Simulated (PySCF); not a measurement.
**Dipole moment and polarisability of cyclo-(H2GeO)4**

Species: cyclo-(H2GeO)4.
Structure used (PBE0-D3(BJ)/def2-SVP), in Å, numbered top down from 1:
```xyz
16
Ge4H8O4 angstrom
Ge     1.029    0.212   -1.890
H      1.347    0.822   -3.258
H      1.884   -1.005   -1.494
O     -0.669   -0.278   -1.922
Ge    -1.946   -0.620   -0.747
H     -2.907   -1.616   -1.404
H     -2.578    0.714   -0.313
O     -1.273   -1.412    0.682
Ge     0.186   -1.379    1.680
H     -0.206   -1.908    3.062
H      1.289   -2.176    0.962
O      0.749    0.283    1.892
Ge     0.734    1.790    0.967
H     -0.708    2.326    0.923
H      1.759    2.723    1.616
O      1.275    1.489   -0.690
```

Level: wB97X-D/def2-SVPD (PySCF), static field, nuclei fixed, core orbitals frozen in the response. The polarisability tensor in these axes (au):

```
x   117.42   5.76   1.10
y     5.76 117.84  -1.07
z     1.10  -1.07 123.19
```

Task: Diagonalise the tensor; give its mean and Δα, where Δα² is half the sum of the squared differences of the eigenvalues.

Result: Principal values 111.67, 123.39 and 123.40 au; mean 119.48 au = 17.71 Å³ = 19.70 × 10⁻⁴⁰ C²·m²/J; Δα = 11.73 au (10 % of the mean).

Task: What is the dipole moment?

Result: 0.16 D at this geometry.

Task: Estimate the molar refractivity from the static electronic polarisability.

Result: Lorentz–Lorenz: R = (4π/3)N_A α = 2.5225 cm³/(mol·Å³) × 17.71 Å³ = 44.7 cm³/mol, in the limit of long wavelengths.

Task: What depolarisation ratio follows for Rayleigh scattering of linearly polarised light, taking the static tensor?

Result: ρ = 3Δα²/(45ᾱ² + 4Δα²) = 412.5/(642437 + 550.0) = 0.000642.

Task: Traceless (Buckingham) quadrupole moment about the centre of nuclear charge: eigenvalues?

Result: -2.70, -2.62, 5.31 D·Å. The values depend on the origin, since the dipole doesn't vanish. The electronic extent ⟨r²⟩ about the same centre is 3129 bohr², a root-mean-square distance of 2.28 Å for the 168 electrons.

Geometry: PBE0-D3(BJ)/def2-SVP, one conformer, isolated molecule. The calculation is non-relativistic, for germanium too.
